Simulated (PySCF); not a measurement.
Job file and geometry (Å, from GFN2-xTB) of an NMR shielding run on SMILES CC(=O)C#Cc1cccs1, C₈H₆OS, GIAO PBE0/pcSseg-1 NMR shielding, non-relativistic, gas phase in PySCF; density fitting, a coarse starting grid and PySCF grid level 2 are the driver's defaults:

```
{"job": {"kind": "nmr", "xc": "PBE0", "basis": "pcSseg-1"}, "charge": 0, "multiplicity": 1}
C      3.607037     0.505861    -0.435401
C      2.814377    -0.494229     0.371926
O      3.311278    -1.362470     1.051078
C      1.400426    -0.312891     0.251563
C      0.195681    -0.205355     0.184018
C     -1.180318    -0.041249     0.074420
C     -2.165009    -0.783401     0.678576
C     -3.457212    -0.342451     0.347994
C     -3.448568     0.723102    -0.499530
S     -1.863424     1.220878    -0.919201
H      3.342707     0.416260    -1.487539
H      3.360919     1.515480    -0.111409
H      4.670590     0.324427    -0.305517
H     -1.950747    -1.610162     1.331559
H     -4.357318    -0.795535     0.722613
H     -4.288017     1.250681    -0.907514
```

Question: Write the output of this run.

Answer: 
```
coarse grid: 15120 points
cycle   1  E = -780.9345324179  dE =  1.982e+00  |g| = 8.263e-01  |ddm| = 4.370e+00
cycle   2  E = -780.4693293709  dE =  4.652e-01  |g| = 1.714e+00  |ddm| = 3.345e+00
cycle   3  E = -781.0675739346  dE = -5.982e-01  |g| = 2.098e-01  |ddm| = 2.645e+00
cycle   4  E = -781.0773439353  dE = -9.770e-03  |g| = 8.072e-02  |ddm| = 2.915e-01
cycle   5  E = -781.0784737454  dE = -1.130e-03  |g| = 4.634e-02  |ddm| = 1.244e-01
cycle   6  E = -781.0790127754  dE = -5.390e-04  |g| = 1.182e-02  |ddm| = 5.091e-02
cycle   7  E = -781.0790438429  dE = -3.107e-05  |g| = 4.811e-03  |ddm| = 1.419e-02
cycle   8  E = -781.0790488515  dE = -5.009e-06  |g| = 1.521e-03  |ddm| = 5.390e-03
final grid: 144856 points
cycle   9  E = -781.1526371666  dE = -1.172e-05  |g| = 1.379e-02  |ddm| = 9.022e-02
cycle  10  E = -781.1525281359  dE =  1.090e-04  |g| = 2.671e-02  |ddm| = 3.914e-02
cycle  11  E = -781.1526765106  dE = -1.484e-04  |g| = 2.759e-03  |ddm| = 2.837e-02
cycle  12  E = -781.1526780995  dE = -1.589e-06  |g| = 5.236e-04  |ddm| = 2.908e-03
cycle  13  E = -781.1526781586  dE = -5.916e-08  |g| = 2.731e-04  |ddm| = 8.518e-04
cycle  14  E = -781.1526781765  dE = -1.791e-08  |g| = 7.615e-05  |ddm| = 2.916e-04
cycle  15  E = -781.1526781777  dE = -1.172e-09  |g| = 3.200e-05  |ddm| = 1.087e-04
cycle  16  E = -781.1526781779  dE = -2.440e-10  |g| = 1.052e-05  |ddm| = 3.733e-05
converged SCF energy = -781.1526781779

GIAO shielding tensors (ppm)
atom      isotropic    diamagn.    paramagn.     s11        s22        s33       span
  0 C      151.044     252.771    -101.727    128.292    132.442    192.398     64.106
  1 C        0.824     249.302    -248.478    -96.867     -2.567    101.907    198.773
  2 O     -355.913     397.200    -753.113   -978.882   -442.483    353.625   1332.507
  3 C       83.864     261.517    -177.653      1.466     40.415    209.711    208.245
  4 C       97.051     244.848    -147.797     23.499     35.169    232.485    208.986
  5 C       56.125     267.328    -211.203    -16.885     52.960    132.301    149.186
  6 C       41.378     248.372    -206.994    -46.305     24.042    146.396    192.701
  7 C       54.643     255.720    -201.077    -22.837     35.877    150.889    173.726
  8 C       44.735     265.329    -220.594    -44.812     36.660    142.357    187.169
  9 S      231.421    1057.548    -826.126     72.682    233.948    387.634    314.952
 10 H       29.177      29.736      -0.559     26.171     29.505     31.855      5.684
 11 H       29.172      29.703      -0.531     26.160     29.519     31.838      5.678
 12 H       29.570      26.978       2.592     26.370     27.456     34.883      8.514
 13 H       23.952      31.982      -8.029     21.057     23.055     27.746      6.689
 14 H       24.470      29.260      -4.790     21.363     24.766     27.282      5.919
 15 H       24.300      30.430      -6.130     21.525     24.021     27.354      5.829
```

Question: Turn these shieldings into chemical shifts. δ = σ(ref) − σ, references computed at the same level: TMS for $^{13}$C (σref 186.93) and $^{1}$H (σref 31.72); $^{17}$O (σref 336.08) vs H2O; CS2 for $^{33}$S (σref 503.73).

Answer: Averaging equivalent atoms: C 1: 186.1; C 6: 145.5; C 8: 142.2; C 7: 132.3; C 5: 130.8; C 3: 103.1; C 4: 89.9; C 0: 35.9; O 2: 692.0; S 9: 272; H 13: 7.76; H 15: 7.42; H 14: 7.25; H 10/11/12: 2.41 ppm. Unscaled 17O shifts of doubly bonded oxygen tend to come out too high, by tens of ppm or more. Experimental scales use liquid or dissolved standards, which lie at an offset from isolated H2O (liquid H2O: subtract about 36 ppm).

Size and cost of the density-fitted run: 207 basis functions, 36 s wall time on 1 thread of an Arm Neoverse V1, shared host.
